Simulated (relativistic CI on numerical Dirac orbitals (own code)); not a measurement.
## Rb⁶⁺: computed level list

Method of calculation: Dirac-Coulomb-Breit CI, separate exchange-only KLI orbitals for each configuration, QED by a radiative potential, valence Slater integrals scaled by 0.9, P86 correlation estimate, and configurations built on the next ion tied to the tabulated ionisation energy (semi-empirical) (own radial code, finite nucleus).

Configuration list (outside the closed core [Ar] 3d10): 4s²4p, 4s²4d, 4s²5s, 4s²5p, 4s²5d, 4s²6s, 4s²4f, 4s²5f, 4s4p², 4p³, 4s4p4d, 4s4p4f, 4p4d², 4p²4d, 4s4d², 4s4p5s, 4p4f², 4s²6p, 4s4p5p, 4s²5g, 4p²4f, 4s²6d, 4s4d4f, 4s4p5d. Levels of other configurations are missing.

The lowest level is 4s²4p ²P°1/2, with 98 % of that term; Hund's rules for 4s²4p give ²P° with J = 1/2, in agreement.

```tsv
No.	Configuration	Term	J	E (eV)	%	Landé g	jj configuration (%)
1	4s²4p	²P°	1/2	0.0000	98	0.665	4p1/2 (98)
2	4s²4p	²P°	3/2	1.2679	97	1.334	4p3/2 (97)
3	4s4p²‡	⁴P	1/2	14.9473	98	2.660	4s 4p1/2^2 (54)
4	4s4p²‡	⁴P	3/2	15.4785	99	1.732	4s 4p1/2 4p3/2 (92)
5	4s4p²‡	⁴P	5/2	16.1349	97	1.591	4s 4p3/2^2 (51)
6	4s4p²‡	²D	3/2	19.7022	88	0.806	4s 4p1/2 4p3/2 (65)
7	4s4p²‡	²D	5/2	19.8806	87	1.210	4s 4p1/2 4p3/2 (45)
8	4s4p²‡	²S	1/2	23.6510	77	1.739	4s 4p1/2^2 (41)
9	4s4p²‡	²P	1/2	25.2905	77	0.938	4s 4p1/2 4p3/2 (49)
10	4s4p²‡	²P	3/2	25.8496	96	1.329	4s 4p3/2^2 (61)
11	4s²4d	²D	3/2	30.7432	88	0.800	4d3/2 (88)
12	4s²4d	²D	5/2	30.8886	88	1.200	4d5/2 (88)
13	4p³‡	²D°	3/2	38.6733	58	1.033	4p3/2 (60)
14	4p³‡	²D°	5/2	39.0224	76	1.200	4p1/2 4p3/2^2 (76)
15	4p³‡	⁴S°	3/2	39.1508	79	1.765	4p1/2 4p3/2^2 (84)
16	4s²5s	²S	1/2	42.1451	99	2.002	5s (99)
17	4p³‡	²P°	1/2	42.5147	84	0.665	4p1/2 4p3/2^2 (84)
18	4p³‡	²P°	3/2	42.8274	74	1.336	4p3/2^3 (64)
19	4s4p4d‡	⁴F°	3/2	44.0724	98	0.406	4s 4p1/2 4d3/2 (82)
20	4s4p4d‡	⁴F°	5/2	44.3418	98	1.032	4s 4p1/2 4d3/2 (40)
21	4s4p4d‡	⁴F°	7/2	44.7451	98	1.240	4s 4p1/2 4d5/2 (44)
22	4s4p4d‡	⁴F°	9/2	45.3223	100	1.334	4s 4p3/2 4d5/2 (100)
23	4s4p4d‡	⁴P°	5/2	46.8380	73	1.528	4s 4p1/2 4d5/2 (84)
24	4s4p4d‡	⁴P°	3/2	47.0572	51	1.469	4s 4p1/2 4d3/2 (42)
25	4s4p4d‡	⁴D°	1/2	47.2249	76	0.607	4s 4p1/2 4d3/2 (62)
26	4s4p4d‡	⁴P°	1/2	47.7637	77	2.063	4s 4p3/2 4d3/2 (96)
27	4s4p4d‡	⁴D°	3/2	47.8626	53	1.444	4s 4p3/2 4d3/2 (85)
28	4s4p4d‡	⁴D°	7/2	47.9123	97	1.425	4s 4p3/2 4d5/2 (66)
29	4s4p4d‡	⁴D°	5/2	47.9211	78	1.409	4s 4p3/2 4d3/2 (62)
30	4s4p4d‡	²D°	3/2	48.5494	81	0.819	4s 4p3/2 4d5/2 (38)
31	4s4p4d‡	²D°	5/2	48.6036	74	1.215	4s 4p3/2 4d5/2 (57)
32	4s²5p	²P°	1/2	49.1965	97	0.666	5p1/2 (97)
33	4s²5p	²P°	3/2	49.6015	97	1.333	5p3/2 (97)
34	4s4p4d‡	²F°	5/2	49.9041	93	0.874	4s 4p1/2 4d5/2 (46)
35	4s4p4d‡	²F°	7/2	50.8664	92	1.143	4s 4p3/2 4d5/2 (64)
36	4s4p4d‡	²F°	7/2	51.3048	51	1.145	4f7/2 (47)
37	4s²4f	²F°	5/2	51.3678	54	0.858	4f5/2 (54)
38	4s4p4d‡	²P°	3/2	53.0197	80	1.310	4s 4p1/2 4d3/2 (33)
39	4s4p4d‡	²P°	1/2	53.5122	87	0.664	4s 4p3/2 4d5/2 (74)
40	4s4p4d‡	²P°	1/2	55.7546	92	0.664	4s 4p3/2 4d3/2 (67)
41	4s4p4d‡	²D°	3/2	55.7709	62	0.958	4s 4p3/2 4d5/2 (36)
42	4s4p4d‡	²P°	3/2	55.9890	68	1.196	4s 4p3/2 4d5/2 (40)
43	4s4p4d‡	²D°	5/2	56.0142	87	1.197	4s 4p3/2 4d5/2 (54)
44	4s4p4d‡	²F°	7/2	57.4247	51	1.143	4f7/2 (45)
45	4s4p4d‡	²F°	5/2	57.5451	53	0.858	4f5/2 (43)
46	4s4p5s‡	⁴P°	1/2	58.8023	99	2.641	4s 4p1/2 5s (94)
47	4s4p5s‡	⁴P°	3/2	59.2033	97	1.722	4s 4p1/2 5s (69)
48	4s4p5s‡	⁴P°	5/2	60.0747	100	1.601	4s 4p3/2 5s (100)
49	4s²5d	²D	3/2	60.4726	98	0.799	5d3/2 (98)
50	4s²5d	²D	5/2	60.5318	98	1.200	5d5/2 (98)
51	4s4p5s‡	²P°	1/2	60.6270	98	0.691	4s 4p1/2 5s (77)
52	4s4p5s‡	²P°	3/2	61.5555	96	1.345	4s 4p3/2 5s (93)
53	4s²6s	²S	1/2	65.2771	99	2.003	6s (99)
54	4p²4d‡	⁴F	3/2	65.3403	82	0.468	4p1/2^2 4d3/2 (47)
55	4p²4d‡	²F	5/2	65.3416	81	0.873	4p1/2 4p3/2 4d3/2 (46)
56	4s4p5p‡	⁴D	1/2	65.4632	80	0.104	4s 4p1/2 5p1/2 (87)
57	4p²4d‡	⁴F	5/2	65.6125	81	1.058	4p1/2 4p3/2 4d3/2 (53)
58	4p²4d‡	²F	7/2	65.7880	70	1.159	4p1/2 4p3/2 4d3/2 (39)
59	4s4p5p‡	⁴D	3/2	65.7976	77	1.181	4s 4p1/2 5p1/2 (48)
60	4p²4d‡	⁴F	7/2	65.9926	78	1.251	4p1/2 4p3/2 4d5/2 (67)
61	4s4p5p‡	⁴D	5/2	66.3325	77	1.360	4s 4p1/2 5p3/2 (48)
62	4p²4d‡	⁴F	9/2	66.4115	79	1.310	4p1/2 4p3/2 4d5/2 (57)
63	4s4p5p‡	²P	3/2	66.4928	37	1.580	4s 4p1/2 5p3/2 (73)
64	4s4p5p‡	⁴P	1/2	66.5744	92	2.546	4s 4p1/2 5p1/2 (46)
65	4s4p5p‡	²P	1/2	66.6909	71	0.616	4s 4p3/2 5p3/2 (30)
66	4p²4d‡	⁴D	3/2	66.8562	46	1.233	4p1/2 4p3/2 4d3/2 (53)
67	4p²4d‡	⁴D	1/2	66.9092	61	0.166	4p1/2 4p3/2 4d3/2 (70)
68	4s4p5p‡	⁴D	7/2	67.0699	67	1.401	4s 4p3/2 5p3/2 (67)
69	4s4p5p‡	⁴P	3/2	67.0880	48	1.499	4s 4p3/2 5p1/2 (42)
70	4p²4d‡	⁴D	5/2	67.2706	62	1.392	4p1/2 4p3/2 4d5/2 (23)
```

Energies count from the lowest computed level; ° marks odd parity. Filled j subshells are mostly left out of the jj labels. ‡ marks configurations that were not tied to measured data.

The mean weight of the leading LS term, summed over parents, in these 70 levels is 81 %, and that of the leading jj configuration (from the same eigenvectors) 65 %, so LS coupling describes them better.

Configurations that consist of the next ion and one excited electron were tied to the tabulated ionisation energy; Rydberg ones are usually within 1,000 to 3,000 cm⁻¹ and the lowest ones within about 6,000 (9,000 in d shells), while levels on excited terms of the next ion carry the error of that term, and the other configurations can be misplaced by 10,000 cm⁻¹ or more. Rates follow the energies as ν³ (E1, M1) or ν⁵ (E2), so rates, branching and lifetimes can be off by large factors. 17 of the 19 excited levels that our extract of the measured tables holds in this range could be paired (the sources list more); they are missed by 1951 cm⁻¹ on average and 8003 at most, and levels without a partner can miss by more.

LS names give the leading component of a level, which can be under half, so a name can repeat, a term be missing and a line seem to break the LS rules.
